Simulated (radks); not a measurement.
Q: All-electron atom: Sn4- in [Xe]. All-electron calculation, scalar-relativistic Kohn-Sham, LDA (Slater exchange, Perdew-Wang correlation), spin-polarised, spherical densities, finite nucleus; Fermi nuclear charge, rms radius 4.6519 fm; Watson sphere of charge +4 and radius 2.99 bohr. Program: a radial shooting solver on a logarithmic mesh with Libxc functionals. Some entries of the table are withheld. Estimate them.

orbital  occ.  eigenvalue (hartree)  r(max) (bohr)
1s          2             -1064.878        0.01880
2s          2             -160.7578         0.1062
2p          6                   (1)        0.08496
3s          2             -30.96830         0.3079
3p          6             -25.62240         0.3012
3d         10             -17.36547         0.2508
4s          2              -4.87373         0.7450
4p          6              -3.25436            (2)
4d         10                   (3)            (4)
5s          2                   (5)          2.124
5p          6              -0.23194          2.718

A: 
(1) 2p eigenvalue (hartree): -144.4024
(2) 4p r(max) (bohr): 0.7877
(3) 4d eigenvalue (hartree): -0.92298
(4) 4d r(max) (bohr): 0.8880
(5) 5s eigenvalue (hartree): -0.46668
